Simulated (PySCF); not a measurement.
These compounds are isomers of formula C₄H₇N₃OSi.

A. SMILES C=Cc1n[nH]c(O[SiH3])n1
B. SMILES CCO[Si](N)(C#N)C#N
C. SMILES O=C[SiH2]Cc1ncn[nH]1
D. `CC(=O)c1n[nH]nc1[SiH3]`
E. `c1c(N[SiH2]O)cncn1`
F. SMILES [SiH3]OC1=NN=CN=C1C

Spectrum 1. 13C{1H} NMR (computed): δ 169.1 (C), 158.6 (CH), 156.3 (C), 22.8 (CH3).

Spectrum 2. 13C{1H} NMR (computed): δ 155.7 (CH), 147.6 (CH), 145.0 (C).

Spectrum 3. 13C{1H} NMR (computed): δ 122.2 (C), 62.6 (CH2), 20.0 (CH3).

Spectrum 4. 13C{1H} NMR (computed): δ 200.0 (C), 157.9 (C), 151.4 (C), 29.3 (CH3).

Spectrum 5. 13C{1H} NMR (computed): δ 252.8 (CH), 155.6 (C), 155.2 (CH), 9.6 (CH2).

Spectrum 6. 13C{1H} NMR (computed): δ 163.5 (C), 163.2 (C), 135.3 (CH), 127.0 (CH2).

Non-relativistic, isolated molecule, rapidly exchanging positions averaged, one conformer. Shieldings: GIAO PBE0/pcSseg-1; geometry from GFN2-xTB; PySCF 2.14.

Scale: TMS for 13C (σ = 186.93 ppm) (reference shieldings calculated alike). Shifts are as computed. Against solution values, carbons near 30 ppm lie about +3 ppm off and those near 130 ppm about +5 ppm. Of 1309 compounds with measured shifts, 239 miss one by over three times the rms of a fit or turn the order of signals round; such compounds aren't used in these exercises.

Question: Match each spectrum to its structure.

Answer: 1–F, 2–E, 3–B, 4–D, 5–C, 6–A.

- Spectrum 1 (F): 4 13C signals; δC 169.1 is an aromatic carbon bearing oxygen; δC 22.8 is a methyl carbon on an aromatic ring.
- Spectrum 2 (E): 3 13C signals; δC 147.6 is an aromatic CH next to a ring nitrogen; δC 145.0 is an aromatic carbon bearing nitrogen.
- Spectrum 3 (B): 3 13C signals; δC 122.2 is a nitrile carbon; δC 62.6 is an sp3 CH2 bonded to O.
- Spectrum 4 (D): 4 13C signals; δC 200.0 is a ketone carbonyl carbon; δC 29.3 is a methyl carbon α to a carbonyl.
- Spectrum 5 (C): 4 13C signals; δC 9.6 is an sp3 CH2 bonded to Si, on an aromatic ring; δC 252.8 is a carbonyl carbon.
- Spectrum 6 (A): 4 13C signals; δC 163.2 is an aromatic carbon bearing oxygen; δC 135.3 is an alkene CH.
